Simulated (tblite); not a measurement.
C2H10N2OSi2.
Z-matrix (Å and degrees, GFN2-xTB geometry), rows numbered from 1:
```
N 
Si  1  1.7056
C   2  1.9096  1  101.96
O   3  1.2359  2  119.20  1   -19.83
N   3  1.3250  2  120.71  1   161.23
C   5  1.4429  3  120.47  2   179.00
Si  6  1.9243  5  111.68  3     0.60
H   1  1.0052  2  123.05  3   168.14
H   1  1.0090  2  117.90  3    20.06
H   2  1.4659  1  110.13  3   116.81
H   2  1.4707  1  117.68  3  -117.45
H   5  1.0084  3  119.92  2    -1.41
H   6  1.0920  5  108.86  3  -121.14
H   6  1.0917  5  108.89  3   122.31
H   7  1.4587  6  113.25  5   -73.29
H   7  1.4949  6   98.21  5   179.41
H   7  1.4586  6  113.34  5    72.04
```

All values are computed: GFN2-xTB (tblite) harmonic vibrations without scaling, gas phase. Errors from tens to a few hundred cm⁻¹ against measured bands are possible. Modes of hydrogen on silicon can be 10 to 20 % off. One conformer, not necessarily the lowest.

Harmonic wavenumbers (cm⁻¹): 30.0, 58.5, 101.4, 146.4, 198.0, 244.9, 265.5, 361.8, 385.0, 401.4, 418.9, 468.8, 521.9, 561.6, 570.8, 581.1, 631.8, 661.2, 688.4, 738.5, 770.7, 803.2, 823.0, 893.0, 906.5, 949.2, 965.2, 1067.8, 1184.3, 1210.5, 1257.3, 1454.6, 1484.4, 1496.2, 1615.6, 2013.8, 2186.8, 2242.8, 2277.0, 2303.4, 2943.4, 2970.2, 3424.0, 3455.3, 3520.8.

A = 4115, B = 947.3, C = 793.8 MHz; mass 134.033 u (most abundant isotopes); point group C1, symmetry number 1.

Problem. What is the zero-point energy?

Solution. ½Σν̃ = 26127 cm⁻¹ = 312.56 kJ/mol.

Problem. Give the ideal-gas entropy at 500 K and 1 bar in the rigid-rotor, harmonic-oscillator model (classical rotation).

Solution. Translation 180.69, rotation 127.91, vibration 221.49: S = 530.1 J/(mol K).

Problem. And Cp and H(500 K) − H(0)?

Solution. Cp = 239.54 J/(mol K), of which vibrations give 206.28 (their classical limit is 45 R = 374.2); H(500 K) − H(0) = 72.78 kJ/mol without the zero-point energy, 56.15 from vibrations.

Problem. What must be added to the electronic energy to get the Gibbs energy at 500 K and 1 bar?

Solution. ZPE + [H(500 K) − H(0)] − T·S = 312.56 + 72.78 − 265.04 = 120.30 kJ/mol.

Problem. Which modes carry the vibrational entropy at 500 K?

Solution. 30.0 cm⁻¹: 28.68; 58.5 cm⁻¹: 23.14; 101.4 cm⁻¹: 18.59; 146.4 cm⁻¹: 15.56; 198.0 cm⁻¹: 13.10; 244.9 cm⁻¹: 11.39 J/(mol K); the other 39 give 111.02 together.

Problem. How do the functions run with temperature in this model?

Solution. 
| T (K) | S (J/(mol K)) | Cp (J/(mol K)) | H − H(0) (kJ/mol) | G − H(0) (kJ/mol) | ln q(vib) |
| --- | --- | --- | --- | --- | --- |
| 100 | 294.8 | 77.8 | 5.52 | -23.96 | 2.14 |
| 200 | 363.8 | 127.6 | 15.76 | -57.00 | 4.82 |
| 300 | 424.6 | 173.9 | 30.91 | -96.46 | 7.60 |
| 800 | 656.5 | 297.2 | 154.12 | -371.05 | 20.79 |
| 1000 | 725.6 | 321.7 | 216.14 | -509.42 | 25.38 |

q(vib) and H(0) count from the zero-point level.

Problem. Blend soft modes into free rotors: weight 1/[1 + (100 cm⁻¹/ν̃)⁴] for the oscillator and the rest for a rotor with moment μB/(μ + B), μ = h/(8π²ν), B = 10⁻⁴⁴ kg m². What vibrational entropy results?

Solution. 202.99 J/(mol K) in place of 221.49, which changes −T·S at 500 K by +9.25 kJ/mol.

Hindered rotation and anharmonicity are outside this model. Other conformers, if any are populated, would add a mixing term that is left out. The structure is chiral; the term R ln 2 for an equal mix with its mirror image is left out.
